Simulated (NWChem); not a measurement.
System: C4H4F2; SMILES C(/C=C\F)(=C)F

Here is an NWChem input.

```
start job
memory heap 200 mb stack 900 mb global 1100 mb
geometry units angstroms noautosym nocenter noautoz
  C      0.331509     2.234875     0.000000
  C      0.006438     0.937253     0.000000
  F     -1.278692     0.580030     0.000000
  C      0.952527    -0.164906     0.000000
  C      0.681149    -1.475034     0.000000
  F     -0.536600    -1.986856     0.000000
  H     -0.447457     2.998146     0.000000
  H      1.377599     2.539524     0.000000
  H      2.009925     0.105904     0.000000
  H      1.461434    -2.242142     0.000000
end
basis spherical
  * library 6-31g*
end
dft
  xc b3lyp
  iterations 150
end
cosmo
  do_cosmo_smd true
  solvent propnol2
end
task dft energy
```

NWChem printed, in part:

```
             Northwest Computational Chemistry Package (NWChem) 7.3.0
             --------------------------------------------------------

                             Geometry "geometry" -> ""
                             -------------------------

 Output coordinates in angstroms (scale by  1.889725989 to convert to a.u.)

  No.       Tag          Charge          X              Y              Z
 ---- ---------------- ---------- -------------- -------------- --------------
    1 C                    6.0000     0.33150900     2.23487500     0.00000000
    2 C                    6.0000     0.00643800     0.93725300     0.00000000
    3 F                    9.0000    -1.27869200     0.58003000     0.00000000
    4 C                    6.0000     0.95252700    -0.16490600     0.00000000
    5 C                    6.0000     0.68114900    -1.47503400     0.00000000
    6 F                    9.0000    -0.53660000    -1.98685600     0.00000000
    7 H                    1.0000    -0.44745700     2.99814600     0.00000000
    8 H                    1.0000     1.37759900     2.53952400     0.00000000
    9 H                    1.0000     2.00992500     0.10590400     0.00000000
   10 H                    1.0000     1.46143400    -2.24214200     0.00000000

 Effective nuclear repulsion energy (a.u.)     222.2473731658

                                 NWChem DFT Module
                                 -----------------

 Summary of "ao basis" -> "ao basis" (spherical)
 ------------------------------------------------------------------------------
       Tag                 Description            Shells   Functions and Types
 ---------------- ------------------------------  ------  ---------------------
 C                           6-31g*                  6       14   3s2p1d
 F                           6-31g*                  6       14   3s2p1d
 H                           6-31g*                  2        2   2s

 in cosmo_initialize ...
 calling solv_data for solv:propnol2

 solvent parameters
 solvname_short: propnol2
 solvname_long:  2-propanol
 dielec:       19.2640
 dielecinf:     1.8978
 nonaqueous SMD model solvent descriptors
 dielec:       19.2640
 sola:          0.3300
 solb:          0.5600
 solc:          0.0000
 solg:         30.1300
 solh:          0.0000
 soln:          1.3776

          ---------------
          -cosmo- solvent
          ---------------
 Cosmo: York-Karplus, doi: 10.1021/jp992097l
 dielectric constant -eps-     =  19.26
 screen = (eps-1)/(eps    )    =   0.94809
 surface charge correction     = lagrangian

   van der Waals surface
 --------------------------

 ---------- ATOMIC COORDINATES (A.U.) ------------ VDWR(ANG.) --
     1    0.62646117    4.22330137    0.00000000     1.850
     2    0.01216606    1.77115135    0.00000000     1.850
     3   -2.41637750    1.09609777    0.00000000     1.730
     4    1.80001503   -0.31162715    0.00000000     1.850
     5    1.28718497   -2.78741008    0.00000000     1.850
     6   -1.01402697   -3.75461342    0.00000000     1.730
     7   -0.84557112    5.66567441    0.00000000     1.200
     8    2.60328463    4.79900450    0.00000000     1.200
     9    3.79820751    0.20012954    0.00000000     1.200
    10    2.76170981   -4.23703401    0.00000000     1.200
 number of segments per atom =        128
 number of   points per atom =        128
 atom (   nspa,  nppa )
 ----------------------
    1 (     68,     0 )       0
    2 (     30,     0 )       0
    3 (     76,     0 )       0
    4 (     46,     0 )       0
    5 (     52,     0 )       0
    6 (     80,     0 )       0
    7 (     56,     0 )       0
    8 (     52,     0 )       0
    9 (     52,     0 )       0
   10 (     56,     0 )       0
 number of -cosmo- surface points =      568
 molecular surface =    117.245 angstrom**2
 molecular volume  =     96.416 angstrom**3
 -lineq- algorithm             =   0
 -bem- low  level              =   3
 -bem- from -octahedral-
 gaussian surface charge width =   4.50000
 degree of switching           =   1.00000
 switching function tolerance  =   0.00010
 atomic radii =
 --------------
    1  6.000  1.850
    2  6.000  1.850
    3  9.000  1.730
    4  6.000  1.850
    5  6.000  1.850
    6  9.000  1.730
    7  1.000  1.200
    8  1.000  1.200
    9  1.000  1.200
   10  1.000  1.200
 ...... end of -cosmo- initialization ......

 nat:                    10
 ixmem:                  5529
 calling mnsol_interface()
 G(SMD-CDS) energy (kcal/mol)  =     1.491
 SMD-CDS SASA (angstrom**2)    =   140.444

            General Information
            -------------------
          SCF calculation type: DFT
          Wavefunction type:  closed shell.
          No. of atoms     :    10
          No. of electrons :    46
           Alpha electrons :    23
            Beta electrons :    23
          Charge           :     0
          Spin multiplicity:     1
          Use of symmetry is: off; symmetry adaption is: off
          Maximum number of iterations: 150
          AO basis - number of functions:    92
                     number of shells:    44
          Convergence on energy requested:  1.00D-06
          Convergence on density requested:  1.00D-05
          Convergence on gradient requested:  5.00D-04

              XC Information
              --------------
                         B3LYP Method XC Potential
                     Hartree-Fock (Exact) Exchange  0.200
                        Slater Exchange Functional  0.800 local
                    Becke 1988 Exchange Functional  0.720 non-local
              Lee-Yang-Parr Correlation Functional  0.810
                  VWN I RPA Correlation Functional  0.190 local

             Grid Information
             ----------------
          Grid used for XC integration:  medium
          Radial quadrature: Mura-Knowles
          Angular quadrature: Lebedev.
          Tag              B.-S. Rad. Rad. Pts. Rad. Cut. Ang. Pts.
          ---              ---------- --------- --------- ---------
          C                   0.70       49          11.0       434
          F                   0.50       49          12.0       434
          H                   0.35       45          12.0       434
          Grid pruning is: on
          Number of quadrature shells:   474
          Spatial weights used:  Erf1

      Superposition of Atomic Density Guess
      -------------------------------------

 Sum of atomic energies:        -351.37861080

      Non-variational initial energy
      ------------------------------

 Total energy =    -354.203195
 1-e energy   =    -924.191871
 2-e energy   =     347.741303
 HOMO         =      -0.230748
 LUMO         =       0.011259

   convergence    iter        energy       DeltaE   RMS-Dens  Diis-err
 ---------------- ----- ----------------- --------- --------- ---------
     COSMO gas phase
 d= 0,ls=0.0,diis     1   -354.3368354325 -5.77D+02  1.51D-02  9.55D-01
 d= 0,ls=0.0,diis     2   -354.2961408189  4.07D-02  8.52D-03  1.45D+00
 d= 0,ls=0.0,diis     3   -354.4409121607 -1.45D-01  2.68D-03  6.79D-02
 d= 0,ls=0.0,diis     4   -354.4468231199 -5.91D-03  1.19D-03  2.10D-02
 d= 0,ls=0.0,diis     5   -354.4494827835 -2.66D-03  2.54D-04  1.14D-03
  Resetting Diis
 d= 0,ls=0.0,diis     6   -354.4495745546 -9.18D-05  8.51D-05  7.61D-05
 d= 0,ls=0.0,diis     7   -354.4495829067 -8.35D-06  6.16D-05  8.45D-06
 d= 0,ls=0.0,diis     8   -354.4495804091  2.50D-06  3.98D-05  2.89D-05
 d= 0,ls=0.0,diis     9   -354.4495839797 -3.57D-06  2.92D-06  1.37D-07
 d= 0,ls=0.0,diis    10   -354.4495839925 -1.28D-08  9.15D-07  1.20D-08

   convergence    iter        energy       DeltaE   RMS-Dens  Diis-err
 ---------------- ----- ----------------- --------- --------- ---------
     COSMO solvation phase
 d= 0,ls=0.0,diis     1   -354.4528365369 -3.25D-03  1.72D-03  3.09D-03
 d= 0,ls=0.0,diis     2   -354.4536526421 -8.16D-04  4.40D-04  1.51D-03
 d= 0,ls=0.0,diis     3   -354.4537650715 -1.12D-04  1.32D-04  3.88D-04
 d= 0,ls=0.0,diis     4   -354.4537947645 -2.97D-05  4.44D-05  2.55D-05
 d= 0,ls=0.0,diis     5   -354.4537975058 -2.74D-06  1.33D-05  2.24D-06
 d= 0,ls=0.0,diis     6   -354.4537977582 -2.52D-07  4.61D-06  4.06D-07

         Total DFT energy =     -354.453797758211
      One electron energy =     -927.933083179177
           Coulomb energy =      395.131735693292
    Exchange-Corr. energy =      -44.145411055792
 Nuclear repulsion energy =      222.247373165770

             COSMO energy =        0.245587617695

 Numeric. integr. density =       46.000008827471

                                COSMO-SMD solvation results
                                ---------------------------

             internal energy in gas <Psi(g)|H|Psi(g)> =      -354.449583992497
         internal energy in solvent <Psi(s)|H|Psi(s)> =      -354.448407019705
                               delta internal energy  =         0.001176972792 (    0.74 kcal/mol)
   total free energy in solvent <Psi(s)|H+V/2|Psi(s)> =      -354.456173714730
 polarization energy contribution <Psi(s)|V/2|Psi(s)> =        -0.007766695025 (   -4.87 kcal/mol)
    total free energy in solvent including G(SMD-CDS) =      -354.453797758211
                       G(SMD-CDS) energy contribution =         0.002375956520 (    1.49 kcal/mol)
     1 M fixed-concentration free energy of solvation =        -0.004213765714 (   -2.64 kcal/mol)

                       DFT Final Molecular Orbital Analysis
                       ------------------------------------

 Vector   21  Occ=2.000000D+00  E=-3.545014D-01
              MO Center= -6.7D-02, -3.8D-01,  1.8D-11, r^2= 3.7D+00
   Bfn.  Coefficient  Atom+Function         Bfn.  Coefficient  Atom+Function
  ----- ------------  ---------------      ----- ------------  ---------------
    32      0.343436   3 F  py               74      0.288268   6 F  py
    18     -0.235186   2 C  py               46      0.235164   4 C  py
    36      0.227040   3 F  py               60     -0.205960   5 C  py
    78      0.197812   6 F  py               73     -0.189736   6 F  px
     4      0.188241   1 C  py               91      0.166766  10 H  s

 Vector   22  Occ=2.000000D+00  E=-3.066335D-01
              MO Center=  2.4D-01,  2.2D-01, -1.7D-10, r^2= 2.7D+00
   Bfn.  Coefficient  Atom+Function         Bfn.  Coefficient  Atom+Function
  ----- ------------  ---------------      ----- ------------  ---------------
    47      0.333711   4 C  pz               33     -0.287321   3 F  pz
    19      0.270887   2 C  pz               51      0.250701   4 C  pz
    37     -0.217106   3 F  pz                5      0.202417   1 C  pz
    61      0.202313   5 C  pz               75     -0.194140   6 F  pz
     9      0.152386   1 C  pz               79     -0.148732   6 F  pz

 Vector   23  Occ=2.000000D+00  E=-2.291016D-01
              MO Center=  3.7D-01,  5.2D-01,  2.5D-10, r^2= 3.7D+00
   Bfn.  Coefficient  Atom+Function         Bfn.  Coefficient  Atom+Function
  ----- ------------  ---------------      ----- ------------  ---------------
     5      0.357595   1 C  pz               61     -0.302892   5 C  pz
     9      0.299877   1 C  pz               47     -0.241671   4 C  pz
    19      0.235095   2 C  pz               65     -0.207126   5 C  pz
    75      0.198156   6 F  pz               51     -0.181985   4 C  pz
    79      0.164110   6 F  pz               33     -0.143399   3 F  pz

 Vector   24  Occ=0.000000D+00  E=-2.537518D-02
              MO Center=  4.6D-01,  2.4D-01,  2.0D-10, r^2= 3.9D+00
   Bfn.  Coefficient  Atom+Function         Bfn.  Coefficient  Atom+Function
  ----- ------------  ---------------      ----- ------------  ---------------
    65      0.429265   5 C  pz                9      0.424986   1 C  pz
    61      0.405853   5 C  pz                5      0.330753   1 C  pz
    51     -0.287778   4 C  pz               23     -0.283637   2 C  pz
    19     -0.275893   2 C  pz               47     -0.236820   4 C  pz
    75     -0.166323   6 F  pz               79     -0.161959   6 F  pz

 Vector   25  Occ=0.000000D+00  E= 9.517452D-02
              MO Center=  4.6D-01,  3.9D-01,  5.3D-09, r^2= 3.1D+00
   Bfn.  Coefficient  Atom+Function         Bfn.  Coefficient  Atom+Function
  ----- ------------  ---------------      ----- ------------  ---------------
    51     -0.632942   4 C  pz               23      0.611278   2 C  pz
    19      0.470341   2 C  pz                9     -0.451527   1 C  pz
    65      0.430675   5 C  pz               47     -0.377429   4 C  pz
    61      0.273666   5 C  pz                5     -0.206622   1 C  pz
    37     -0.161164   3 F  pz               33     -0.156386   3 F  pz

 Vector   26  Occ=0.000000D+00  E= 9.716245D-02
              MO Center=  1.2D+00,  2.1D-01, -4.6D-09, r^2= 4.9D+00
   Bfn.  Coefficient  Atom+Function         Bfn.  Coefficient  Atom+Function
  ----- ------------  ---------------      ----- ------------  ---------------
    90      1.096809   9 H  s                88      0.798529   8 H  s
    92      0.689965  10 H  s                49     -0.520201   4 C  px
    62     -0.488351   5 C  s                 7     -0.447307   1 C  px
    63     -0.424215   5 C  px               48     -0.344245   4 C  s
     6     -0.248466   1 C  s                86     -0.249020   7 H  s

     Multipole analysis of the density
     ---------------------------------

     L   x y z        total         alpha         beta         nuclear
     -   - - -        -----         -----         ----         -------
     0   0 0 0     -0.000000    -23.000000    -23.000000     46.000000

     1   1 0 0      1.125562      0.663304      0.663304     -0.201046
     1   0 1 0      0.044909      0.085641      0.085641     -0.126374
     1   0 0 1     -0.000000     -0.000000     -0.000000      0.000000

     2   2 0 0    -22.597610    -72.842148    -72.842148    123.086686
     2   1 1 0     -1.432213      0.133905      0.133905     -1.700023
     2   1 0 1     -0.000000     -0.000000     -0.000000      0.000000
     2   0 2 0    -21.935373   -202.892635   -202.892635    383.849898
     2   0 1 1     -0.000000     -0.000000     -0.000000      0.000000
     2   0 0 2    -25.894710    -12.947355    -12.947355      0.000000
```

Level: B3LYP/6-31G* (spherical d), SMD on the gas-phase geometry. All runs use the structure optimised with PBE0/def2-SVP. Solvent: 2-propanol.
